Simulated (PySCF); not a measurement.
Orbital gap (eV) of eight halogen compounds: PBE beside HF, computed with PySCF for isolated molecules in the bases named; differences from unrounded values. The eight are the first of their class met in an unordered collection, after screening for sound electronic states; none was chosen by its value. Each molecule has one DFT geometry for both levels.

| molecule | basis | HF | PBE | difference |
|---|---|---|---|---|
| 1-bromobuta-1,2-diene (C₄H₅Br), SMILES BrC=C=CC | def2-TZVP | 12.71 | (withheld) | (withheld) |
| 2-chloro-3,3-difluoroprop-1-ene (C3H3ClF2), SMILES C=C(Cl)C(F)F | def2-TZVP | 13.55 | 4.92 | -8.63 |
| C₄H₆F₂, SMILES C(=C/F)/[C@H](F)C | def2-TZVP | 13.96 | 5.23 | -8.73 |
| 1-chloro-2-fluorocyclobutene (C4H4ClF), SMILES C1(F)=C(CC1)Cl | def2-TZVP | 13.34 | 5.16 | -8.18 |
| 1,1-dichloro-1-fluoropropane (C3H5Cl2F), SMILES CCC(F)(Cl)Cl | def2-TZVP | 15.93 | (withheld) | (withheld) |
| 1-chlorobuta-1,2-diene (C4H5Cl), SMILES C(=CCl)=CC | def2-TZVP | 13.29 | 4.46 | -8.83 |
| C4H7F, SMILES CC1(F)CC1 | def2-TZVP | 14.98 | 6.87 | -8.11 |
| SeCl4, SMILES [Se](Cl)(Cl)(Cl)Cl | def2-TZVP | 9.69 | (withheld) | (withheld) |

### Question
Some entries are withheld; supply them. (The exact figures need the calculation; the answer reports its results.)

### Answer

- SeCl4, SMILES [Se](Cl)(Cl)(Cl)Cl, PBE: 2.26
- SeCl4, SMILES [Se](Cl)(Cl)(Cl)Cl, difference: -7.42
- 1-bromobuta-1,2-diene (C₄H₅Br), SMILES BrC=C=CC, PBE: 4.19
- 1-bromobuta-1,2-diene (C₄H₅Br), SMILES BrC=C=CC, difference: -8.53
- 1,1-dichloro-1-fluoropropane (C3H5Cl2F), SMILES CCC(F)(Cl)Cl, PBE: 6.11
- 1,1-dichloro-1-fluoropropane (C3H5Cl2F), SMILES CCC(F)(Cl)Cl, difference: -9.81

PBE lies below HF in 8 and above it in 0 of the eight; the mean signed difference is -8.53 and the largest -9.81 eV.
